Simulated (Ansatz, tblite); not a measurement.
Cost and result up the ladder for `C[Si](C)(C)C#CC#Cc1ccc(C#Cc2ccc(C#Cc3ccc(C#Cc4ccc(C#C[Si](C)(C)C)cc4)cc3)cc2)cc1` (78 atoms). Total charge 0; singlet. Geometry: PBE-D4/def2-SVP.

Cartesian coordinates in Å:
```
C -16.312 -0.011 9.160
Si -15.112 -1.322 9.803
C -15.840 -3.053 9.588
C -14.682 -1.000 11.615
C -13.555 -1.219 8.810
C -12.511 -1.143 8.140
C -11.369 -1.059 7.406
C -10.328 -0.979 6.736
C -9.141 -0.884 5.969
C -8.985 -1.635 4.771
C -7.820 -1.537 4.015
C -6.757 -0.685 4.421
C -5.572 -0.580 3.648
C -4.542 -0.486 2.974
C -3.359 -0.374 2.199
C -2.340 0.552 2.555
C -1.182 0.665 1.792
C -0.985 -0.146 0.640
C 0.196 -0.029 -0.137
C 1.224 0.073 -0.813
C 2.406 0.192 -1.589
C 3.312 1.267 -1.376
C 4.472 1.384 -2.138
C 4.783 0.429 -3.144
C 5.967 0.547 -3.917
C 6.998 0.648 -4.587
C 8.187 0.764 -5.355
C 8.562 -0.254 -6.274
C 9.730 -0.142 -7.025
C 10.575 0.992 -6.891
C 11.770 1.105 -7.656
C 12.810 1.203 -8.318
Si 14.367 1.345 -9.305
C 15.369 -0.242 -9.073
C 15.338 2.840 -8.676
C 13.905 1.573 -11.124
C 10.201 2.010 -5.972
C 9.033 1.898 -5.220
C 3.878 -0.646 -3.355
C 2.716 -0.761 -2.597
C -2.003 -1.074 0.286
C -3.163 -1.184 1.047
C -6.914 0.067 5.619
C -8.078 -0.031 6.376
H -16.550 -0.179 8.091
H -17.262 -0.042 9.735
H -15.882 1.006 9.260
H -16.071 -3.259 8.524
H -16.780 -3.152 10.171
H -15.132 -3.830 9.942
H -13.960 -1.751 11.993
H -14.232 0.005 11.745
H -15.596 -1.052 12.244
H -9.801 -2.297 4.447
H -7.710 -2.122 3.091
H -2.480 1.182 3.445
H -0.401 1.386 2.076
H 3.083 2.011 -0.600
H 5.163 2.221 -1.966
H 7.915 -1.137 -6.386
H 10.011 -0.936 -7.732
H 16.313 -0.193 -9.654
H 14.797 -1.126 -9.418
H 15.627 -0.396 -8.006
H 16.283 2.959 -9.246
H 14.749 3.773 -8.789
H 15.594 2.725 -7.604
H 13.299 2.490 -11.269
H 14.819 1.661 -11.749
H 13.316 0.711 -11.496
H 10.847 2.893 -5.861
H 8.753 2.693 -4.513
H 4.108 -1.391 -4.131
H 2.023 -1.597 -2.770
H -1.863 -1.705 -0.604
H -3.945 -1.904 0.761
H -6.098 0.729 5.943
H -8.187 0.553 7.300
```

Ansatz on 5 threads of AMD EPYC 7R13 on a shared host and a share (37 GiB) of an NVIDIA H100 80GB HBM3; xTB runs through tblite on one thread. Times are rough, summed over both states, and most runs start from the orbitals of an earlier one. PBE0-D4/def2-TZVP serves as the yardstick here, not as an exact answer. The other state is a doublet.

The xTB rows come from tblite. Single mean-field runs in def2-TZVP are fitted with def2-universal-jkfit.

Raw xTB energies of ions are shifted by several eV.

```tsv
level	functions	wall time	vertical IE (eV)	difference from PBE0-D4/def2-TZVP (eV)
GFN2-xTB	220	0.99 s	10.93	4.29
GFN1-xTB	254	1.1 s	11.90	5.26
PBE-D4/def2-TZVP (with forces)	1580	49 s	6.24	-0.40
PBE0-D4/def2-TZVP	1580	92 s	6.64	0.00
```
